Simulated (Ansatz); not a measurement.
Cost and result for the atomization energy of `CS[Si](O)(O)F` (11 atoms, 10 bonds).

Cartesian coordinates in Å:
```
C -0.591 1.086 1.569
S -1.389 -0.161 0.510
Si 0.226 -0.619 -0.745
O -0.145 -1.866 -1.719
O 0.626 0.673 -1.641
F 1.493 -1.018 0.145
H -1.339 1.395 2.298
H -0.285 1.950 0.981
H 0.265 0.662 2.092
H -0.285 -2.725 -1.317
H 1.422 0.622 -2.173
```

Charge 0, multiplicity 1. All single points use the PBE0-D4/def2-TZVP geometry. It is one conformer, not always the lowest. Program: Ansatz. All runs use 4 threads of an Arm Neoverse V2 on a shared host. Times are those of one run each, without the atoms' runs, and a repeat can differ threefold. Electronic energies, without spin–orbit coupling; frozen cores. CCSD(T)/CBS adds CCSD(T) − MP2 in def2-TZVPP to the MP2 limit, and its time is that of the two runs behind it. T1 = 0.011. B3LYP takes the VWN-RPA correlation (the form of Gaussian; ORCA's B3LYP/G).

CCSD(T)/CBS is a level of theory with its own doubt, some kJ/mol a heavy atom from the limit and from the frozen cores, so smaller differences don't rank the functionals.

| level | functions | wall time | atomization (kcal/mol) | difference from CCSD(T)/CBS | per bond |
| --- | --- | --- | --- | --- | --- |
| LDA (SPW92)/def2-TZVPP | 278 | 1.6 s | 1203.3 | 151.5 | 15.1 |
| revPBE-D4/def2-TZVPP | 278 | 2.5 s | 1033.3 | -18.5 | -1.9 |
| PBE-D4/def2-TZVPP (with forces) | 278 | 3 s | 1061.9 | 10.1 | 1.0 |
| CAM-B3LYP-D4/def2-TZVPP | 278 | 4.7 s | 1047.5 | -4.3 | -0.4 |
| r2SCAN-D4/def2-TZVPP (with forces) | 278 | 6 s | 1049.5 | -2.3 | -0.2 |
| B3LYP-D4/def2-TZVPP (with forces) | 278 | 6.5 s | 1039.4 | -12.4 | -1.2 |
| r2SCANh-D4/def2-TZVPP | 278 | 7 s | 1040.8 | -11.0 | -1.1 |
| PBE-QIDH/def2-TZVPP | 278 | 7.5 s | 1035.7 | -16.1 | -1.6 |
| CCSD(T)/def2-SVP | 117 | 9.5 s | 961.7 | -90.1 | -9.0 |
| B97M-V/def2-TZVPP | 278 | 11 s | 1048.5 | -3.3 | -0.3 |
| MP2/def2-QZVPP | 518 | 32 s | 1068.1 | 16.3 | 1.6 |
| CCSD(T)/def2-TZVPP | 278 | 6.3 min | 1018.6 | -33.2 | -3.3 |
| CCSD(T)/CBS(def2) | – | 6.8 min | 1051.8 | 0.0 | 0.0 |

At CCSD(T), def2-SVP lies −90.1 kcal/mol from the extrapolated value and def2-TZVPP −33.2 kcal/mol: correlation converges slowly with the basis, and small sets miss more of it in the bonded molecule than in its fragments. From PBE to PBE0 (25 % exact exchange), in def2-TZVPP and without D4, the atomization energy moves by −21.7 kcal/mol: exact exchange takes away binding that semilocal exchange gives to molecules. The D4 term adds +10.7 kcal/mol with B3LYP and +5.6 kcal/mol with PBE0; it sums over pairs of atoms, weighted by their polarisabilities, and B3LYP, whose exchange is more repulsive, gets the larger term.
